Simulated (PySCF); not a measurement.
GeH2, SMILES [GeH2] (connectivity only; charge and spin as stated), neutral, multiplicity 1.

The structure is a stationary point at PBE0-D3(BJ)/def2-TZVPD. The isomer is the one that the SMILES or the coordinates give; other isomers of the formula were not compared.

All values below come from B3LYP/def2-TZVPD (PySCF).

Isolated molecule, no solvent.

Estimate the frontier levels, gap, dipole moment and polarisability. (Estimate from the structure and the level; the computed values follow.)


```json
{
 "highest_occupied_level": "-6.77 eV",
 "lowest_empty_level": "-3.32 eV",
 "orbital_gap": "3.45 eV",
 "dipole_moment": "0.26 D",
 "quadrupole, principal values (traceless, Buckingham form, about the centre of nuclear charge)": "-3.86, -1.41, 5.28 D·Å",
 "mean_static_polarisability": "38.0 bohr³ (5.63 Å³)",
 "polarisability_principal_values": "30.1, 40.9, 43.0 bohr³"
}
```
